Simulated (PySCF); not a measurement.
**Simulated absorption spectrum**

Compound: C2H6GeOSi.
Atom-mapped SMILES: `[OH:1][SiH2:2][C:3]#[C:4][GeH3:5]` (hydrogens: H6 on O1; H7, H8 on Si2; H9, H10, H11 on Ge5)

Level of theory: TDDFT CAM-B3LYP/def2-SVPD, vertical, gas phase, core orbitals frozen in the response in PySCF. One conformer (not necessarily the lowest) at the PBE0-D3(BJ)/def2-SVP geometry, without solvent, vibrations or thermal averaging. The CAM-B3LYP/def2-SVPD calculation is non-relativistic and has no spin–orbit coupling, an omission that weighs most on germanium. Torsions of this conformer, `[OH:1][SiH2:2][C:3]#[C:4][GeH3:5]`: H–O1–Si2–C3 57°.

Computed states:

```tsv
state	E (eV)	f
S1	5.45	0.0003
S2	5.80	0.0040
S3	5.90	0.0006
S4	7.22	0.028
S5	7.39	0.0055
S6	7.50	0.078
```

Each state is given a Gaussian of 0.5 eV full width at half maximum, with ε(max) = 2.175×10⁸ f / Δν̃ (Δν̃ the width in cm⁻¹). The width is an assumption, not a result. The curve ends short of the highest state used, and states not computed would add to its high-energy end.

Task: What does the envelope look like, and where are its maxima?

Result: 
E (eV), ε (L mol⁻¹ cm⁻¹) and a bar:
```
     4.70          0 
     4.75          0 
     4.81          0 
     4.86          0 
     4.91          1 
     4.96          1 
     5.01          2 
     5.06          3 
     5.11          5 
     5.16          8 
     5.21         12 #
     5.27         20 #
     5.32         29 #
     5.37         42 ##
     5.42         60 ###
     5.47         83 ####
     5.52        111 ######
     5.57        143 #######
     5.62        175 #########
     5.68        212 ###########
     5.73        234 ############
     5.78        247 #############
     5.83        247 #############
     5.88        235 ############
     5.93        212 ###########
     5.98        181 #########
     6.03        146 ########
     6.08        113 ######
     6.14         76 ####
     6.19         52 ###
     6.24         34 ##
     6.29         21 #
     6.34         12 #
     6.39          7 
     6.44          5 
     6.49          6 
     6.55         11 #
     6.60         22 #
     6.65         43 ##
     6.70         80 ####
     6.75        142 #######
     6.80        239 ############
     6.85        382 ####################
     6.90        584 ##############################
```

Maxima: 214 nm (5.81 eV), ε about 250, made up of S2 (86%) and S3 (13%) (ε in L mol⁻¹ cm⁻¹; maxima over ε = 5, shares over 10%). At its high-energy end, 6.90 eV, the curve is still rising (ε about 580, from S4 and S6).

Task: What would ε be at 5.81 eV, the highest of these maxima, with half the width (0.25 eV)?

Result: About 474 L mol⁻¹ cm⁻¹ against 249, a factor of about 1.9; a lone state at its own centre would give exactly 2.

Task: Coming from long wavelengths, where does ε first pass 100 L mol⁻¹ cm⁻¹?

Result: At about 225 nm (5.50 eV), 0.05 eV above S1.

Task: On this curve, what absorbance would a 10⁻⁵ mol/L sample give at 193 nm over a 1 cm path?

Result: 193 nm is 6.424 eV, where ε is about 5.7 L mol⁻¹ cm⁻¹, so A = ε c l ≈ 5.7e-05 (Beer–Lambert, with the gas-phase spectrum and the assumed width).
